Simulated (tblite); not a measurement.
Species: C₇H₉FO.
Numbering: `[CH:1]#[C:2][C@:3]1([CH2:4][F:5])[CH2:6][CH2:7][O:8][CH2:9]1` (hydrogens: H10 on C1; H11, H12 on C4; H13, H14 on C6; H15, H16 on C7; H17, H18 on C9)

Computed with GFN2-xTB (tblite), gas phase: Langevin dynamics at 300 K from the optimised GFN2-xTB geometry, time step 0.5 fs, friction 0.01 fs⁻¹, 2000 steps. The instantaneous temperature is 2·E(kin)/(3Nk) with all 3N coordinates.

```csv
t (fs),T (K),E(pot) above start (eV),C1≡C2 (Å),C2–C3 (Å),C3–C4 (Å),C4–F5 (Å),C3–C6 (Å),C1–H10 (Å),C2–C3–C4–F5 (°)
0,254,0.000,1.196,1.449,1.535,1.372,1.547,1.049,-66
25,172,0.390,1.181,1.474,1.562,1.374,1.536,1.064,-63
50,218,0.414,1.209,1.470,1.517,1.375,1.564,1.017,-70
75,175,0.481,1.212,1.445,1.503,1.368,1.533,1.080,-75
100,221,0.456,1.204,1.448,1.542,1.383,1.543,1.004,-82
125,251,0.501,1.183,1.466,1.547,1.388,1.574,1.083,-92
150,247,0.587,1.208,1.430,1.558,1.367,1.505,1.025,-83
175,295,0.582,1.198,1.481,1.561,1.349,1.533,1.077,-78
200,216,0.641,1.213,1.474,1.542,1.374,1.525,1.050,-84
225,221,0.562,1.187,1.459,1.560,1.390,1.512,1.054,-71
250,277,0.532,1.200,1.463,1.471,1.378,1.557,1.042,-65
275,274,0.585,1.214,1.423,1.465,1.408,1.613,1.063,-65
300,248,0.604,1.195,1.436,1.503,1.384,1.571,1.026,-61
325,276,0.708,1.175,1.498,1.549,1.357,1.538,1.074,-56
350,321,0.657,1.218,1.464,1.519,1.377,1.554,1.028,-59
375,345,0.765,1.207,1.432,1.523,1.426,1.564,1.078,-41
400,322,0.796,1.190,1.409,1.544,1.418,1.538,1.019,-36
425,289,0.635,1.197,1.393,1.584,1.376,1.574,1.069,-29
450,228,0.747,1.191,1.428,1.568,1.332,1.590,1.055,-28
475,316,0.583,1.202,1.458,1.546,1.383,1.551,1.052,-33
500,300,0.758,1.189,1.461,1.538,1.414,1.591,1.058,-25
525,238,0.867,1.200,1.471,1.494,1.403,1.550,1.034,-23
550,225,0.767,1.187,1.424,1.518,1.386,1.568,1.066,-32
575,222,0.715,1.203,1.494,1.499,1.341,1.590,1.028,-32
600,280,0.447,1.203,1.441,1.538,1.403,1.538,1.077,-33
625,338,0.629,1.208,1.424,1.563,1.386,1.535,1.050,-55
650,308,0.625,1.185,1.466,1.531,1.348,1.502,1.055,-53
675,271,0.683,1.202,1.452,1.528,1.411,1.484,1.051,-54
700,300,0.607,1.198,1.435,1.572,1.374,1.556,1.064,-69
725,287,0.653,1.181,1.488,1.545,1.376,1.556,1.042,-67
750,283,0.525,1.202,1.453,1.497,1.358,1.520,1.067,-71
775,204,0.562,1.217,1.457,1.548,1.385,1.547,1.044,-69
800,207,0.645,1.195,1.473,1.489,1.408,1.502,1.075,-65
825,307,0.649,1.195,1.520,1.511,1.381,1.551,1.011,-64
850,314,0.535,1.205,1.473,1.557,1.343,1.516,1.082,-66
875,326,0.618,1.209,1.477,1.567,1.378,1.605,1.027,-67
900,256,0.709,1.180,1.466,1.503,1.391,1.563,1.030,-62
925,341,0.629,1.197,1.443,1.523,1.362,1.501,1.087,-49
950,298,0.590,1.226,1.460,1.553,1.369,1.555,1.021,-54
975,289,0.659,1.188,1.428,1.521,1.370,1.475,1.094,-49
1000,293,0.695,1.194,1.556,1.554,1.396,1.574,1.012,-47
```

Q: From 500 fs on, how do temperature and potential energy compare with equipartition?

A: The mean temperature of these 21 frames is 280 K against the target 300 K, and the mean potential energy 0.65 eV against 48 × kT/2 = 0.62 eV for 48 classical harmonic modes. For 18 atoms in a canonical ensemble the temperature itself scatters by T·√(2/(3N)) = 58 K; here its standard deviation is 40 K. The whole run lasts only 10 friction times of 100 fs, so these averages carry a wide statistical error.

Q: What are the kinetic and total energies of the listed frame with the highest potential energy?

A: The one at 525 fs, 0.867 eV above the start. Its kinetic energy is 3NkT/2 = 0.554 eV at 238 K, so the sum is 1.42 eV; over the listed frames the sum runs from 0.59 to 1.57 eV, since the thermostat adds and removes energy.

Q: How much do the listed bonds fluctuate from 500 fs on?

A: 
```json
{"bond": "C1≡C2", "at the start (Å)": "1.196", "mean (Å)": "1.198", "standard deviation (Å)": "0.011"}
{"bond": "C2–C3", "at the start (Å)": "1.449", "mean (Å)": "1.465", "standard deviation (Å)": "0.031"}
{"bond": "C3–C4", "at the start (Å)": "1.535", "mean (Å)": "1.531", "standard deviation (Å)": "0.025"}
{"bond": "C4–F5", "at the start (Å)": "1.372", "mean (Å)": "1.380", "standard deviation (Å)": "0.021"}
{"bond": "C3–C6", "at the start (Å)": "1.547", "mean (Å)": "1.542", "standard deviation (Å)": "0.035"}
{"bond": "C1–H10", "at the start (Å)": "1.049", "mean (Å)": "1.051", "standard deviation (Å)": "0.024"}
```

The motion is classical and holds no zero-point motion.

The cost below is that of the whole dynamics run. Hardware: one thread, Arm Neoverse V2 (aarch64), no GPU, shared host with 96 logical CPUs at a one-minute load of 29. Cost: 10 s wall, 0.18 GiB resident at most.
